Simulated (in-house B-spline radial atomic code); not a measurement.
Settings and results of a run for Ar⁴⁺. Method: scalar-relativistic (X2C) Hartree-Fock, spin-polarised, averaged over the determinants with the given up and down occupations, Fermi nucleus of rms radius 3.4274 fm. Calculated with a B-spline radial code for spherical atoms.

Command:
```bash
python run_scf.py task.json out
```
Settings (nuclear radius in fm, mass in u):
```
Z                18
configuration    [Ne] 3s2 3p2
hamiltonian      x2c
method           hf
spin_polarised   True
nucleus          fermi
rms_radius       3.4274
atomic_mass      39.96238
speed_of_light   137.035999084
```

Output (hartree, bohr):
```
 radial grid: 67 intervals, B-splines of order 8, outer radius 14.6809 bohr

 iter        energy (Eh)    residual
    1       -521.5248118    3.59e-01
    2       -523.4640800    9.33e-02
    3       -523.5163203    3.82e-02
    4       -523.5251054    1.56e-02
    5       -523.5268973    2.83e-03
    6       -523.5269628    3.51e-04
    7       -523.5269635    3.33e-05
    8       -523.5269635    2.89e-06
    9       -523.5269635    1.37e-07

 total energy                     -523.526963
 kinetic                            527.22702
 electron-nucleus                 -1216.68629
 electron-electron                  165.93231

 orbital      occ     eigenvalue          <r>       <r^2>       <1/r>     <1/r^3>       <r^4>       r_max
 1s up      1.000     -121.70551    0.0854056  0.00982583      17.823           - 0.000250635     0.05586
 1s down    1.000     -121.66448    0.0853783  0.00981864     17.8271           - 0.000250206     0.05585
 2s up      1.000      -14.92321     0.408574    0.197685     3.61224           -   0.0693345      0.3363
 2s down    1.000      -14.88695      0.40822    0.197096     3.61079           -   0.0684235      0.3366
 2p up      3.000      -12.09874     0.373463    0.172772     3.47059     127.827   0.0625314      0.2805
 2p down    3.000      -12.03082     0.373951    0.172956      3.4636     127.094   0.0619954      0.2813
 3s up      1.000       -3.43770      1.25625     1.79596     1.09483           -     4.93726       1.112
 3s down    1.000       -3.12205      1.27018     1.84053     1.08159           -     5.25038       1.114
 3p up      2.000       -2.73303      1.33857     2.06367     1.00413     14.7518     6.76224       1.169
```

Time taken, with all properties: 0.27 s on 1 thread of Arm Neoverse V1, on a shared host.
